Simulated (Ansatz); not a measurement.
GaSi₄. Total charge 0; doublet. Geometry B3LYP-D4/def2-SVP, basis def2-TZVP, Ansatz.

Cartesian coordinates in Å:
```
Ga 2.089 1.623 -0.948
Si 0.156 -0.277 -1.360
Si 0.269 0.587 0.886
Si -1.900 -0.147 1.258
Si -0.615 -1.786 0.165
```

```csv
run,HOMO (eV),LUMO (eV)
A,-4.87,-4.24
B,-5.40,-3.70
C,-6.28,-2.73
D,-5.18,-4.14
E,-5.70,-3.57
```

B3LYP takes the VWN-RPA correlation. Another isomer (doublet) lies 0.23 eV lower at PBE0-D4/def2-TZVP; other spin states weren't run for this one.

HOMO and LUMO are taken over both spins.

Task: The runs used B3LYP, BHLYP, PBE, PBE0, r2SCAN. Estimate which is which.

Result: A PBE (0 % exact exchange); B B3LYP (20 % exact exchange); C BHLYP (50 % exact exchange); D r2SCAN (0 % exact exchange); E PBE0 (25 % exact exchange). Exact exchange lowers occupied and raises empty levels; among semilocal functionals meta-GGAs tend to open the gap a little, and such runs are hard to tell apart. The gap grows from 0.63 eV (PBE) to 3.55 eV (BHLYP).
